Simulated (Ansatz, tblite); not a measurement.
Forces on the cluster FeI2 at its PBE-D4/def2-TZVP geometry. Charge 0, multiplicity 1.

In the def2 sets I takes a core potential; there is no spin–orbit coupling. The xTB rows come from tblite. The restricted singlet is unstable towards broken spin symmetry in Hartree–Fock (as tested in another run); at PBE-D4/def2-TZVP this wasn't settled. At PBE-D4/def2-TZVP an occupied level of the charge 0 singlet lies above an empty one (by up to 0.01 eV), so this SCF solution is probably not the lowest. The geometry of the singlet was relaxed on an unsound state (an occupied level 0.01 eV above an empty one). At PBE0-D4/def2-TZVP a triplet of charge 0 lies 2.17 eV below the restricted singlet, each at its own geometry. That triplet is doubtful there (⟨S²⟩ 3.01, where a pure state has 2.00). The structure comes from a short search, and lower isomers may exist.

GFN1-xTB (tblite), largest force 0.05 eV/Å:

```xyz
3
positions Å, forces eV/Å
Fe    0.006    0.004   -0.003   -0.005   -0.002    0.002
I    -1.476    1.555   -1.048    0.035   -0.033    0.022
I     1.470   -1.558    1.051   -0.030    0.035   -0.024
```

GFN2-xTB (tblite), largest force 0.18 eV/Å:

```
Fe -0.003 -0.001 0.001
I 0.112 -0.116 0.078
I -0.108 0.117 -0.079
```

PBE-D4/def2-TZVP (Ansatz), largest force 0.02 eV/Å:

```
Fe 0.000 0.000 0.000
I -0.012 0.013 -0.009
I 0.013 -0.013 0.009
```
